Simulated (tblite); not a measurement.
Species: C6H3S (doublet state).
SMILES: `C#Cc1cc[c]s1`

Computed values, GFN2-xTB/tblite, gas phase, harmonic and unscaled. Against measured fundamentals such values can be off by several per cent, at times by over 20. Open shells enter through the occupations alone, without spin polarisation, and single modes of such species can be off by tens of per cent.

Harmonic wavenumbers (cm⁻¹): 132.1, 136.2, 289.2, 390.0, 415.9, 468.9, 472.2, 620.0, 630.9, 680.8, 694.1, 757.0, 819.6, 846.9, 1026.8, 1111.8, 1156.8, 1260.8, 1447.2, 1553.7, 2224.2, 3117.7, 3148.2, 3400.0.

A = 5359, B = 1889, C = 1397 MHz; mass 106.996 u (most abundant isotopes); point group Cs, symmetry number 1; spin multiplicity 2.

Q: What is the zero-point energy?

A: ½Σν̃ = 13400 cm⁻¹ = 160.31 kJ/mol.

Q: Entropy at 298.15 K, 1 bar (ideal gas, RRHO, classical rotation)?

A: Translation 167.13, rotation 115.15, vibration 54.17, spin (R ln 2) 5.76: S = 342.2 J/(mol K).

Q: And Cp and H(298.15 K) − H(0)?

A: Cp = 107.95 J/(mol K), of which vibrations give 74.70 (their classical limit is 24 R = 199.5); H(298.15 K) − H(0) = 19.74 kJ/mol without the zero-point energy, 9.83 from vibrations.

Q: How do the functions run with temperature in this model?

A: 
| T (K) | S (J/(mol K)) | Cp (J/(mol K)) | H − H(0) (kJ/mol) | G − H(0) (kJ/mol) | ln q(vib) |
| --- | --- | --- | --- | --- | --- |
| 50 | 230.4 | 38.9 | 1.73 | -9.79 | 0.04 |
| 100 | 261.0 | 50.8 | 3.97 | -22.13 | 0.34 |
| 373.15 | 368.4 | 125.3 | 28.51 | -108.95 | 3.57 |
| 500 | 408.3 | 147.5 | 45.90 | -158.26 | 5.36 |
| 750 | 473.8 | 174.5 | 86.47 | -268.85 | 8.78 |
| 1000 | 526.3 | 190.6 | 132.27 | -394.08 | 11.91 |

q(vib) and H(0) count from the zero-point level.

Q: Blend soft modes into free rotors: weight 1/[1 + (100 cm⁻¹/ν̃)⁴] for the oscillator and the rest for a rotor with moment μB/(μ + B), μ = h/(8π²ν), B = 10⁻⁴⁴ kg m². What vibrational entropy results?

A: 53.58 J/(mol K) in place of 54.17, which changes −T·S at 298.15 K by +0.17 kJ/mol.

Hindered rotation and anharmonicity are outside this model.
